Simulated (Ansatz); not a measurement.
System: chloro-tris(methylsulfanyl)silane, C3H9ClS3Si, net charge 0, singlet state. 
Structure (B3LYP-D3(BJ)/def2-TZVP (Ansatz, an electronic-structure program) minimum search):
```xyz
17

C      3.0445     0.1745     0.0691
S      1.6655     0.8067     1.1002
Si    -0.0071    -0.0186     0.0981
Cl     0.1408     0.3694    -1.9479
S     -0.0572    -2.1103     0.4226
C     -1.3438    -2.6251    -0.7790
S     -1.7806     0.8518     0.8596
C     -1.6623     2.5512     0.1795
H      2.9794     0.5763    -0.9387
H      3.0359    -0.9122     0.0426
H      3.9609     0.5193     0.5432
H     -1.4688    -3.6980    -0.6490
H     -2.2849    -2.1220    -0.5715
H     -1.0200    -2.4141    -1.7948
H     -1.6962     2.5280    -0.9066
H     -0.7501     3.0364     0.5176
H     -2.5251     3.0921     0.5622
```

Basis-set convergence of Hartree-Fock and CCSD correlation energies (hartree) with Ansatz. Cores are frozen in the correlated levels unless marked. Spin-orbit coupling is left out. Non-relativistic.

| basis | functions | E(HF) | E(corr, CCSD) |
|---|---|---|---|
| aug-cc-pV(D+d)Z | 310 | -2060.05982 | -1.23563 |
| aug-cc-pV(T+d)Z | 620 | ___ | ___ |

Problem. Some entries are withheld; supply them.

Solution. 
- aug-cc-pV(T+d)Z, E(HF): -2060.15738
- aug-cc-pV(T+d)Z, E(corr, CCSD): -1.48731
